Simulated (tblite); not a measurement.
Species: C6H10O2Si.
Atom-mapped SMILES: `[O:1]=[C:2]1[SiH2:3][C@@H:4]2[CH2:5][CH2:6][C@H:7]1[O:8][CH2:9]2` (hydrogens: H10, H11 on Si3; H12 on C4; H13, H14 on C5; H15, H16 on C6; H17 on C7; H18, H19 on C9)

A start from a force field or distance geometry was refined with tblite 0.8.0, GFN2-xTB geometry optimisation, gas phase. Values at the start:

```
  coordinate    start
      C2–Si3  1.867 Å
      Si3–C4  1.890 Å
     Si3–H10  1.435 Å
       C4–C5  1.502 Å
       C4–C9  1.545 Å
      C4–H12  1.061 Å
       C5–C6  1.481 Å
      C5–H13  1.116 Å
      C5–H14  1.119 Å
      C6–H15  1.127 Å
      C6–H16  1.102 Å
       C7–O8  1.384 Å
      C7–H17  1.083 Å
       O8–C9  1.332 Å
      C9–H18  1.109 Å
      C9–H19  1.124 Å
   C2–Si3–C4   100.1°
    C2–C7–C6   101.1°
   Si3–C2–C7   114.2°
   Si3–C4–C9    97.9°
    C4–C5–C6   118.0°
    C4–C9–O8   118.8°
    C6–C7–O8   102.8°
    C7–O8–C9   123.5°
O1–C2–Si3–C4    -177°
 O1–C2–C7–C6     121°
 C4–C5–C6–C7     -10°
 C7–O8–C9–C4     -13°
```

Question: How do these coordinates change at the GFN2-xTB level?

Answer: 
```json
{"coordinate": "O8–C9", "GFN2-xTB (Å or °)": "1.419", "change": "+0.087"}
{"coordinate": "C5–C6", "GFN2-xTB (Å or °)": "1.538", "change": "+0.057"}
{"coordinate": "C2–Si3", "GFN2-xTB (Å or °)": "1.921", "change": "+0.054"}
{"coordinate": "C7–O8", "GFN2-xTB (Å or °)": "1.420", "change": "+0.036"}
{"coordinate": "C6–H15", "GFN2-xTB (Å or °)": "1.092", "change": "-0.035"}
{"coordinate": "C4–C5", "GFN2-xTB (Å or °)": "1.536", "change": "+0.034"}
{"coordinate": "C4–H12", "GFN2-xTB (Å or °)": "1.090", "change": "+0.029"}
{"coordinate": "Si3–H10", "GFN2-xTB (Å or °)": "1.462", "change": "+0.027"}
{"coordinate": "C5–H14", "GFN2-xTB (Å or °)": "1.092", "change": "-0.027"}
{"coordinate": "Si3–C4", "GFN2-xTB (Å or °)": "1.916", "change": "+0.026"}
{"coordinate": "C9–H19", "GFN2-xTB (Å or °)": "1.101", "change": "-0.023"}
{"coordinate": "C5–H13", "GFN2-xTB (Å or °)": "1.093", "change": "-0.023"}
{"coordinate": "C4–C9", "GFN2-xTB (Å or °)": "1.522", "change": "-0.023"}
{"coordinate": "C9–H18", "GFN2-xTB (Å or °)": "1.092", "change": "-0.017"}
{"coordinate": "C7–H17", "GFN2-xTB (Å or °)": "1.096", "change": "+0.013"}
{"coordinate": "C6–H16", "GFN2-xTB (Å or °)": "1.090", "change": "-0.012"}
{"coordinate": "C6–C7–O8", "GFN2-xTB (Å or °)": "112.6", "change": "+9.8"}
{"coordinate": "C4–C9–O8", "GFN2-xTB (Å or °)": "109.2", "change": "-9.6"}
{"coordinate": "C7–O8–C9", "GFN2-xTB (Å or °)": "113.9", "change": "-9.6"}
{"coordinate": "C4–C5–C6", "GFN2-xTB (Å or °)": "109.5", "change": "-8.5"}
{"coordinate": "Si3–C4–C9", "GFN2-xTB (Å or °)": "105.5", "change": "+7.6"}
{"coordinate": "Si3–C2–C7", "GFN2-xTB (Å or °)": "106.8", "change": "-7.4"}
{"coordinate": "C2–C7–C6", "GFN2-xTB (Å or °)": "107.3", "change": "+6.2"}
{"coordinate": "C2–Si3–C4", "GFN2-xTB (Å or °)": "94.0", "change": "-6.1"}
{"coordinate": "C7–O8–C9–C4", "GFN2-xTB (Å or °)": "36", "change": "+49"}
{"coordinate": "C4–C5–C6–C7", "GFN2-xTB (Å or °)": "22", "change": "+32"}
{"coordinate": "O1–C2–Si3–C4", "GFN2-xTB (Å or °)": "-151", "change": "+26"}
{"coordinate": "O1–C2–C7–C6", "GFN2-xTB (Å or °)": "95", "change": "-26"}
```

The energy falls by 108.8 kJ/mol over 107 L-BFGS steps, the largest force on an atom goes from 4.17 to 0.010 eV/Å, and the atoms move by 0.425 Å rms after alignment. The bond that changes most is O8–C9 (cyclic ether oxygen to sp3 carbon bound to oxygen), which lengthens by 0.087 Å. Bonds longer at the end by more than 0.005 Å: 10 of 20; shorter: 8. Among the dihedrals that turn most is C7–O8–C9–H19, from -135° to -87°. Rotational constants go from 2036, 1602, 1320 to 1955, 1552, 1317 MHz.

On one thread of an Arm Neoverse N1, no GPU, shared host with 64 logical CPUs at a one-minute load of 60, this took 1.5 s.

Its GFN2-xTB frequencies are all real (lowest 78 cm⁻¹).

The numbers are calculated, not measured.
